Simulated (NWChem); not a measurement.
System: H$_{3}$SO$_{4}$ cation; SMILES O=S(=O)(O)[OH2+]

Here is an NWChem input.

```
start job
memory heap 200 mb stack 900 mb global 1100 mb
charge 1
geometry units angstroms noautoz
  O     -1.523213     0.367968     0.149788
  S     -0.081897     0.332849     0.158589
  O      0.860238     0.496840     1.244595
  O      0.461154     0.753551    -1.268276
  O      0.263959    -1.677451    -0.200979
  H      1.447306     0.873076    -1.267919
  H      0.411623    -2.176150     0.638724
  H     -0.481639    -2.118371    -0.675473
end
basis spherical
  * library def2-svp
end
dft
  xc xcamb88 1.00 lyp 0.81 vwn_5 0.19 hfexch 1.00
  cam 0.33 cam_alpha 0.19 cam_beta 0.46
  iterations 150
  mulliken
end
task dft energy
```

Parts of the log:

```
             Northwest Computational Chemistry Package (NWChem) 7.3.0
             --------------------------------------------------------

 C1  symmetry detected

                             Geometry "geometry" -> ""
                             -------------------------

 Output coordinates in angstroms (scale by  1.889725989 to convert to a.u.)

  No.       Tag          Charge          X              Y              Z
 ---- ---------------- ---------- -------------- -------------- --------------
    1 O                    8.0000    -1.09062094    -0.59818221    -0.97011209
    2 S                   16.0000     0.04621690    -0.32346694    -0.12700246
    3 O                    8.0000     1.46500761    -0.38629007    -0.40450314
    4 O                    8.0000    -0.35174883    -0.56991493     1.38585079
    5 O                    8.0000    -0.10147077     1.73280478     0.07336371
    6 H                    1.0000     0.43701314    -0.52297453     1.98787511
    7 H                    1.0000     0.47552198     2.20306355    -0.57589935
    8 H                    1.0000    -1.02134208     2.06804143    -0.05673062

 Effective nuclear repulsion energy (a.u.)     283.1415223624

                                 NWChem DFT Module
                                 -----------------

 Summary of "ao basis" -> "ao basis" (spherical)
 ------------------------------------------------------------------------------
       Tag                 Description            Shells   Functions and Types
 ---------------- ------------------------------  ------  ---------------------
 O                          def2-svp                 6       14   3s2p1d
 S                          def2-svp                 8       18   4s3p1d
 H                          def2-svp                 3        5   2s1p

            General Information
            -------------------
          SCF calculation type: DFT
          Wavefunction type:  closed shell.
          No. of atoms     :     8
          No. of electrons :    50
           Alpha electrons :    25
            Beta electrons :    25
          Charge           :     1
          Spin multiplicity:     1
          Use of symmetry is: off; symmetry adaption is: off
          Maximum number of iterations: 150
          AO basis - number of functions:    89
                     number of shells:    41
          Convergence on energy requested:  1.00D-06
          Convergence on density requested:  1.00D-05
          Convergence on gradient requested:  5.00D-04

              XC Information
              --------------
                     Hartree-Fock (Exact) Exchange  1.000
                   CAM-Becke88 Exchange Functional  1.000
                      VWN V Correlation Functional  0.190 local
              Lee-Yang-Parr Correlation Functional  0.810

           Range-Separation Parameters
           ---------------------------
           Alpha           :  0.19
           Beta            :  0.46
           Gamma           :  0.33
           Short-Range HF  :     F

             Grid Information
             ----------------
          Grid used for XC integration:  medium
          Radial quadrature: Mura-Knowles
          Angular quadrature: Lebedev.
          Tag              B.-S. Rad. Rad. Pts. Rad. Cut. Ang. Pts.
          ---              ---------- --------- --------- ---------
          O                   0.60       49          10.0       434
          S                   1.00       88           8.0       590
          H                   0.35       45          10.0       434
          Grid pruning is: on
          Number of quadrature shells:   419
          Spatial weights used:  Erf1

      Superposition of Atomic Density Guess
      -------------------------------------

 Sum of atomic energies:        -697.60977095

 Renormalizing density from      51.00 to     50

      Non-variational initial energy
      ------------------------------

 Total energy =    -690.642955
 1-e energy   =   -1497.134307
 2-e energy   =     523.349829
 HOMO         =      -0.772439
 LUMO         =      -0.382694

     ---------------------------------------------
      Total Density - Mulliken Population Analysis
     ---------------------------------------------

    Atom       Charge   Shell Charges
 -----------   ------   -------------------------------------------------------
    1 O    8     8.64   1.99  1.19  0.69  3.05  1.71  0.02
    2 S   16    13.99   2.00  2.00  1.06  0.13  5.95  1.33  1.03  0.49
    3 O    8     8.64   1.99  1.19  0.69  3.04  1.72  0.02
    4 O    8     8.49   1.99  1.15  0.62  3.02  1.71  0.01
    5 O    8     8.52   1.99  1.12  0.57  3.08  1.75  0.00
    6 H    1     0.56   0.46  0.05  0.05
    7 H    1     0.58   0.47  0.05  0.05
    8 H    1     0.58   0.47  0.05  0.05

   convergence    iter        energy       DeltaE   RMS-Dens  Diis-err
 ---------------- ----- ----------------- --------- --------- ---------
 d= 0,ls=0.0,diis     1   -699.8306744438 -9.83D+02  2.01D-02  2.19D+00
 d= 0,ls=0.0,diis     2   -699.7041125942  1.27D-01  1.26D-02  3.56D+00
 d= 0,ls=0.0,diis     3   -700.0223505096 -3.18D-01  2.45D-03  8.89D-02
 d= 0,ls=0.0,diis     4   -700.0275536810 -5.20D-03  9.71D-04  3.19D-02
 d= 0,ls=0.0,diis     5   -700.0304615921 -2.91D-03  1.28D-04  1.66D-04
  Resetting Diis
 d= 0,ls=0.0,diis     6   -700.0304740218 -1.24D-05  6.02D-05  8.17D-05
 d= 0,ls=0.0,diis     7   -700.0304815650 -7.54D-06  3.95D-05  6.13D-06
 d= 0,ls=0.0,diis     8   -700.0304806047  9.60D-07  2.46D-05  1.86D-05
 d= 0,ls=0.0,diis     9   -700.0304823741 -1.77D-06  4.99D-06  1.15D-07
 d= 0,ls=0.0,diis    10   -700.0304824011 -2.70D-08  2.67D-06  3.28D-08

         Total DFT energy =     -700.030482401061
      One electron energy =    -1513.851671583513
           Coulomb energy =      591.404509932367
    Exchange-Corr. energy =      -60.724843112328
 Nuclear repulsion energy =      283.141522362413

 Numeric. integr. density =       49.999995418369

                       DFT Final Molecular Orbital Analysis
                       ------------------------------------

 Vector   23  Occ=2.000000D+00  E=-6.763609D-01
              MO Center=  6.9D-01,  1.2D-01, -6.2D-02, r^2= 2.5D+00
   Bfn.  Coefficient  Atom+Function         Bfn.  Coefficient  Atom+Function
  ----- ------------  ---------------      ----- ------------  ---------------
    37      0.480077  3 O  py                40      0.327645  3 O  py
    66      0.234756  5 O  pz                65      0.230372  5 O  py
    51     -0.201109  4 O  py                68      0.175889  5 O  py
    69      0.167159  5 O  pz                54     -0.150113  4 O  py
    28      0.111153  2 S  d -2               4      0.101977  1 O  px

 Vector   24  Occ=2.000000D+00  E=-6.642820D-01
              MO Center= -5.0D-01, -7.2D-02, -5.1D-01, r^2= 2.5D+00
   Bfn.  Coefficient  Atom+Function         Bfn.  Coefficient  Atom+Function
  ----- ------------  ---------------      ----- ------------  ---------------
     5      0.492951  1 O  py                 8      0.337052  1 O  py
    66      0.239973  5 O  pz                37     -0.204272  3 O  py
    65      0.169126  5 O  py                69      0.165121  5 O  pz
    40     -0.151646  3 O  py                51     -0.145585  4 O  py
    68      0.133975  5 O  py                 6     -0.112078  1 O  pz

 Vector   25  Occ=2.000000D+00  E=-6.506070D-01
              MO Center=  1.9D-01, -4.5D-01, -4.1D-01, r^2= 2.5D+00
   Bfn.  Coefficient  Atom+Function         Bfn.  Coefficient  Atom+Function
  ----- ------------  ---------------      ----- ------------  ---------------
    38      0.431197  3 O  pz                 4      0.325989  1 O  px
    41      0.299043  3 O  pz                 6     -0.268663  1 O  pz
     7      0.217880  1 O  px                50     -0.194726  4 O  px
     9     -0.186458  1 O  pz                36      0.150313  3 O  px
    53     -0.126838  4 O  px                31     -0.105371  2 S  d  1

 Vector   26  Occ=0.000000D+00  E=-2.698618D-01
              MO Center= -3.0D-04,  1.6D-01, -1.0D-01, r^2= 2.2D+00
   Bfn.  Coefficient  Atom+Function         Bfn.  Coefficient  Atom+Function
  ----- ------------  ---------------      ----- ------------  ---------------
    18      0.537268  2 S  s                 26      0.426594  2 S  py
    23      0.413958  2 S  py                17      0.395460  2 S  s
    63     -0.291177  5 O  s                  5     -0.271171  1 O  py
    65      0.262048  5 O  py                 8     -0.249368  1 O  py
    37     -0.240469  3 O  py                16     -0.236234  2 S  s

 Vector   27  Occ=0.000000D+00  E=-2.100650D-01
              MO Center=  9.2D-02, -6.9D-01,  7.4D-03, r^2= 2.3D+00
   Bfn.  Coefficient  Atom+Function         Bfn.  Coefficient  Atom+Function
  ----- ------------  ---------------      ----- ------------  ---------------
    18      0.815232  2 S  s                 26     -0.535912  2 S  py
    49     -0.411101  4 O  s                 17      0.306591  2 S  s
    23     -0.298048  2 S  py                 3     -0.280824  1 O  s
    35     -0.237405  3 O  s                 36      0.238295  3 O  px
    39      0.232908  3 O  px                55      0.231531  4 O  pz

 Vector   28  Occ=0.000000D+00  E=-1.323375D-01
              MO Center= -2.8D-01,  2.1D+00, -3.7D-01, r^2= 3.2D+00
   Bfn.  Coefficient  Atom+Function         Bfn.  Coefficient  Atom+Function
  ----- ------------  ---------------      ----- ------------  ---------------
    63      0.819068  5 O  s                 81     -0.770177  7 H  s
    86     -0.764165  8 H  s                 68      0.291356  5 O  py
    18      0.283741  2 S  s                 17      0.281415  2 S  s
    65      0.220864  5 O  py                69     -0.194760  5 O  pz
    62      0.187732  5 O  s                 80     -0.168142  7 H  s

     ---------------------------------------------
      Total Density - Mulliken Population Analysis
     ---------------------------------------------

    Atom       Charge   Shell Charges
 -----------   ------   -------------------------------------------------------
    1 O    8     8.25   1.99  1.14  0.73  2.77  1.59  0.02
    2 S   16    14.87   2.00  1.98  1.24  0.10  5.92  1.68  1.20  0.73
    3 O    8     8.27   1.99  1.14  0.74  2.77  1.61  0.02
    4 O    8     8.23   1.99  1.11  0.65  2.86  1.61  0.01
    5 O    8     8.22   1.99  1.08  0.60  2.89  1.66  0.01
    6 H    1     0.71   0.61  0.04  0.06
    7 H    1     0.72   0.61  0.04  0.06
    8 H    1     0.72   0.62  0.04  0.06

     -------------------------------------------
      Total Density - Lowdin Population Analysis
     -------------------------------------------

    Atom       Charge   Shell Charges
 -----------   ------   -------------------------------------------------------
    1 O    8     8.31   1.98  1.01  0.71  2.64  1.94  0.03
    2 S   16    14.70   2.00  1.93  0.79  0.36  5.79  1.59  1.32  0.92
    3 O    8     8.32   1.98  1.01  0.71  2.64  1.95  0.03
    4 O    8     8.14   1.97  0.93  0.62  2.69  1.91  0.02
    5 O    8     8.01   1.97  0.86  0.58  2.70  1.89  0.02
    6 H    1     0.84   0.51  0.16  0.17
    7 H    1     0.84   0.52  0.16  0.16
    8 H    1     0.84   0.52  0.16  0.16

     Multipole analysis of the density
     ---------------------------------

     L   x y z        total         alpha         beta         nuclear
     -   - - -        -----         -----         ----         -------
     0   0 0 0      1.000000    -25.000000    -25.000000     51.000000

     1   1 0 0      0.108977      0.054489      0.054489     -0.000000
     1   0 1 0      1.546751      0.773376      0.773376     -0.000000
     1   0 0 1      0.614109      0.307055      0.307055     -0.000000

     2   2 0 0    -24.410422    -64.435984    -64.435984    104.461546
     2   1 1 0     -2.145052      0.076345      0.076345     -2.297742
     2   1 0 1      1.349785      0.098217      0.098217      1.153351
     2   0 2 0    -14.558849    -81.831712    -81.831712    149.104575
     2   0 1 1     -3.812373      0.196164      0.196164     -4.204701
     2   0 0 2    -20.110296    -61.461046    -61.461046    102.811796
```

Level: CAM-B3LYP/def2-SVP. Structure relaxed at the PBE-D3(BJ)/def2-SVP level.
